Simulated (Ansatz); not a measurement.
HfO2, charge -1, doublet, geometry from GFN2-xTB (such geometries of metal compounds can be far from the true shape) (the multiplicity is a formal guess) (core potentials on Hf) (a gas-phase anion, which may not be bound at this level); SVWN5/def2-SVP run with Ansatz (a program for electronic structure).

The Ansatz input:
Ansatz 0.2 input:
```yaml
crystal:
  periodic: [false, false, false]
  atoms:
    - {symbol: Hf, position_ang: [0.07930449, -0.00091257, 0.09359019]}
    - {symbol: O, position_ang: [0.87529993, 0.28197236, -1.46253691]}
    - {symbol: O, position_ang: [-1.58904031, -0.27375928, 0.62022524]}
basis:
  gaussian:
    orbitals: def2-SVP
hamiltonian:
  xc: {name: SVWN5}
total_charge: -1
magnetization: {spin_polarized: false, initial_magnetization: 1}
```

Task: Predict the main parts of the log of this Ansatz run.

Result: 
```
Functional definition: SVWN5
600 factors; their error is unknown
mean field evaluation 1: about -5364.9213 eV, gradient 3.4e1 eV
mean field evaluation 2: about -5237.7386 eV, gradient 2.2e2 eV
mean field evaluation 4: about -5367.2692 eV, gradient 4.8e0 eV
mean field evaluation 8: about -5367.2892 eV, gradient 3.0e-1 eV
mean field evaluation 16: about -5364.8711 eV, gradient 3.4e1 eV
mean field evaluation 32: about -5360.2151 eV, gradient 7.3e-1 eV
mean field evaluation 64: about -5360.9787 eV, gradient 6.7e0 eV
mean field evaluation 96: about -5324.9927 eV, gradient 8.0e1 eV
mean field -5367.28928423 eV, -197.2442431160 hartree, gradient 1.7e-5 eV, S^2 0.750000; 10 other end points of the search recorded, 0 dependent functions left out
reference -5367.28931698 eV, -197.2442443198 hartree; 15, 14 occupied and 45, 46 virtual orbitals, 600 factors
Total energy: -5367.28931698 eV, -197.2442443198 hartree
```
